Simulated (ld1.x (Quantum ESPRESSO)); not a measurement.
Before and after: TM potential for gold (Au)

```
Element                 : Au
Generator               : ld1.x (Quantum ESPRESSO) 7.5
Type                    : norm-conserving Troullier–Martins (Kleinman–Bylander form)
Functional              : LDA (PZ)
Relativity              : scalar-relativistic
Frozen core             : [Kr] 4d10 4f14 5s2
Valence charge          : 17
Reference configuration : 5p6 5d10 6s1 6p0
Partial waves           : 5p (bound): rc 0.95 bohr; 5d (bound): rc 1.50 bohr; 6s (bound): rc 1.85 bohr
Local potential         : the s channel
Core correction         : none
```

Change: wave 5d (bound): rc 1.50 bohr becomes 5d (bound): rc 1.42 bohr.

Cutoffs: the cutoffs (Ry, on a coarse ladder) from which the occupation-weighted sum of valence levels, in a spherical-Bessel basis at the reference potential, stays within 10 and 1 mRy of its value at 400 Ry; they do not see the model core or the augmentation charge, which bear on the density cutoff. Errors are all-electron minus pseudo energies relative to the spin-unpolarised reference configuration.

Question: How do hardness, ghosts and transferability respond?

Answer: The potential gets neither clearly harder nor softer (160 Ry and 260 Ry → 160 Ry and 260 Ry); the errors of the 9 common tests hardly move; neither file shows a bound ghost.

```csv
quantity,base,changed
"cutoff, loose",160 Ry,160 Ry
"cutoff, tight",260 Ry,260 Ry
bound ghosts,none,none
"error for 5p6 5d10 6s0 6p0, meV [ΔE 9.77 eV]",-9.1,-9.0
"error for 5p6 5d9 6s0 6p0, meV [ΔE 31.28 eV]",-37,-36
"error for 5p6 5d8 6s0 6p0, meV [ΔE 65.44 eV]",-159,-159
"error for 5p6 5d10 6s0.5 6p0, meV [ΔE 3.95 eV]",-2.6,-2.6
"error for 5p6 5d9 6s1 6p1, meV [ΔE 7.52 eV]",-585,-585
"error for 5p5 5d10 6s1 6p0, meV [ΔE 66.40 eV]",-204,-205
"error for 5p6 5d10 6s0 6p1, meV [ΔE 5.40 eV]",-448,-448
"error for 5p6 5d10 6s1 6p0 (spin-polarised), meV [ΔE -0.13 eV]",+0.1,+0.1
"error for 5p6 5d9 6s0 6p0 (spin-polarised), meV [ΔE 31.13 eV]",-14,-14
s: phases at 2.01 bohr within 0.05 rad from the reference energy up to (Ry; the scan ends near 5),0.5,0.5
p: phases at 2.01 bohr within 0.05 rad from the reference energy up to (Ry; the scan ends near 5),-1.2,-1.2
d: phases at 2.01 bohr within 0.05 rad from the reference energy up to (Ry; the scan ends near 5),2.6,2.6
```
